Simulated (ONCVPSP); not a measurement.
Dy (Z = 66), ONCV: configuration errors across variants

ONCVPSP 4.0.1 input, shortened (lines: element, Z, core and valence counts, functional; n l f; lmax; l rc ep ncon nbas qcut; lloc lpopt rc5 dvloc0; l nproj debl; icmod fcfact rcfact), PBE, scalar-relativistic:

```
  Dy 66.00   10    5        4      upf
    1    0    2.00
    2    0    2.00
    2    1    6.00
    3    0    2.00
    3    1    6.00
    3    2   10.00
    4    0    2.00
    4    1    6.00
    4    2   10.00
    4    3    9.00
    5    0    2.00
    5    1    6.00
    5    2    1.00
    6    0    1.75
    6    1    0.25
    3
    0    2.50    0.00    5    9    6.10
    1    2.10    0.00    4    7    7.40
    2    3.60    0.00    4    9    4.90
    3    3.95    0.08    4    9    3.20
    4    5    1.70    1.00
    0    2    3.10
    1    2    0.70
    2    3    2.30
    3    2    0.60
    2    0.50    1.00
```

All-electron excitation energies from the reference (eV): (1) 5s2 5p6 5d1 6s2 6p0 -0.738; (2) 5s2 5p6 5d1 6s1 6p0 6.103; (3) 5s2 5p6 5d1 6s0 6p0 18.534; (4) 5s2 5p6 5d1.5 6s1.5 6p0 0.280.

2 further variants failed, have other tests or too few solved ones, and are left out.

Errors AE − PS in meV (a dash: test not solved or not reliable):

```tsv
change	(1)	(2)	(3)	(4)	bound ghosts	GHOST(+) flags above zero
base	+0.2	+0.2	+9.2	+0.4	none	none
s: ncon 3, nbas 7	+0.2	+0.2	+8.1	+0.3	none	none
f: nproj 1	+0.2	+0.2	+9.2	+0.4	none	none
core correction Teter function fitted to the true core (icmod 2), fcfact 0.78	+0.2	+0.3	+9.7	+0.6	none	none
s: qcut 4.2	+0.2	0.0	+6.2	+0.2	none	none
local potential polynomial inside 1.60 bohr (lpopt 1, dvloc0 0 Ha)	+0.2	+0.3	+9.3	+0.4	none	none
local potential polynomial inside 1.70 bohr (lpopt 5, dvloc0 9.5 Ha)	+0.2	+0.2	+9.0	+0.4	none	f
```

Problem. Give the same row for: p: qcut 8.1.

Solution. +0.2, +0.2, +9.0, +0.4; bound ghosts: none; GHOST(+) flags above zero: none.
